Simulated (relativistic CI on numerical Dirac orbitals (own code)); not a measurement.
# Nd+: q coefficients and field-shift factors

Calculated at this level of theory: Dirac-Coulomb-Breit CI, KLI orbitals optimised for each configuration, valence Slater integrals scaled by 0.85, P86 correlation energy added to each configuration, derivatives by finite differences, QED left out (own radial code, finite nucleus).

Configurations in the expansion (outside the closed core [Xe]): 4f4 6s, 4f3 6s2, 4f2 6s2 5d, 4f5, 4f2 6s2 6f, 4f2 6s 7s2, 4f3 7s2, 4f2 6s2 6p. The list is cut by size and lacks configurations that can hold low levels.

With x = (α/α₀)² − 1 an excitation energy changes as ω = ω₀ + qx; K = 2q/ω₀ is the relative enhancement. Terms are leading LS components, so labels can repeat. The field-shift factor is F = δν/δ⟨r²⟩ for the transition from the lowest level.

Lowest level 4f4 6s 6I_7/2.

| Level | ω₀ (cm⁻¹) | q (cm⁻¹) | F (GHz/fm²) |
| --- | --- | --- | --- |
| 4f4 6s 6I_9/2 | 629.6 | 488.8 | -0.0331 |
| 4f4 6s 6I_11/2 | 1547.8 | 1391 | 0.0137 |
| 4f4 6s 4I_9/2 | 2276.1 | 1236 | -0.405 |
| 4f4 6s 6I_13/2 | 2632.3 | 2393 | 0.0712 |
| 4f4 6s 4I_11/2 | 3738.6 | 2578 | -0.36 |
| 4f4 6s 6I_15/2 | 3828.8 | 3404 | 0.131 |
| 4f4 6s 6I_17/2 | 5101.5 | 4378 | 0.189 |
| 4f4 6s 4I_13/2 | 5239.1 | 3806 | -0.323 |
| 4f4 6s 4I_15/2 | 6768.2 | 4926 | -0.288 |
| 4f3 6s2 4I°_9/2 | 11351.5 | -34620 | 18.1 |
| 4f4 6s 6F_1/2 | 11413.0 | -34.81 | 0.411 |
| 4f4 6s 6F_3/2 | 11620.0 | 81.56 | 0.41 |
| 4f4 6s 6F_5/2 | 11998.1 | 350 | 0.415 |

Correlation outside the listed configurations is missing or only estimated: errors of thousands of cm⁻¹ between configurations and terms are usual at this charge. Rates and lifetimes follow the computed energies and can be off by large factors. The fine structure of a lone outer electron comes out too small, for d and f at times inverted, and misplaced configurations move strength between like terms.

(1) Which transition from the lowest level has the largest |K|?

Results:

(1) 4f3 6s2 4I°_9/2 at 11351.5 cm⁻¹, K = -6.1.
